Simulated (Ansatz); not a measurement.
```yaml
crystal:
  periodic: [false, false, false]
  atoms:
    - {symbol: Zn, position_ang: [0.471493, -1.756627, -2.139936]}
    - {symbol: Zn, position_ang: [-1.626362, 0.115673, -1.241840]}
    - {symbol: Zn, position_ang: [1.740849, -0.898624, 0.394674]}
    - {symbol: Zn, position_ang: [-0.470417, 2.985848, 3.365500]}
    - {symbol: Zn, position_ang: [-0.351686, 1.173333, 1.443845]}
    - {symbol: Te, position_ang: [-1.974544, -2.199211, -2.108075]}
    - {symbol: Te, position_ang: [-1.275062, 2.463284, -0.500030]}
    - {symbol: Te, position_ang: [2.843456, -1.074099, -1.836087]}
    - {symbol: Te, position_ang: [0.642283, -0.809568, 2.621940]}
basis:
  gaussian: {orbitals: def2-TZVP, initial_orbitals: start.molden}
hamiltonian: {xc: pbe0, dispersion: d4}
scf: {omitted_lower_state_checks: [starts]}
output: {orbitals: {seedname: orbitals}}
```

The file start.molden holds the orbitals of an earlier run on this structure, at another level or in another basis.

```sh
$ ansatz run in.yaml --threads 4 --pin off --events-out ev --progress --plain --max-ram 6963MiB
```

(1) Does this run fit into the memory that it is given?

## Answers

(1) No. It has 440 basis functions, and Ansatz plans for 7.30 GiB where 6.79 GiB are given.
